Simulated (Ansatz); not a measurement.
Cl₂GaH, SMILES `[Cl][GaH][Cl]` at its PBE0-D4/def2-TZVP geometry, where that method's forces vanish. Charge 0, multiplicity 1.

| atom | x (Å) | y (Å) | z (Å) |
| --- | --- | --- | --- |
| Cl1 | -0.210 | 1.848 | -0.826 |
| Ga2 | 0.152 | -0.096 | -0.040 |
| Cl3 | -1.369 | -0.850 | 1.242 |
| H4 | 1.427 | -0.902 | -0.376 |

(1) For each bond, give half the difference of the two atoms' forces along it (eV/Å; positive pushes the atoms apart) under PBE-D4, r2SCAN-D4, B3LYP-D4, ωB97M-V in def2-TZVPP. (Estimate.)

## Answers

(1) The calculation gave: 
```csv
bond,length (Å),PBE-D4,r2SCAN-D4,B3LYP-D4,ωB97M-V
Cl1–Ga2,2.128,0.19,0.02,0.22,0.05
Ga2–Cl3,2.128,0.19,0.02,0.22,0.05
Ga2–H4,1.545,-0.05,-0.12,-0.16,-0.17
```

B3LYP here is the variant with VWN-RPA as its local correlation; programs differ in this.

Computed with Ansatz.
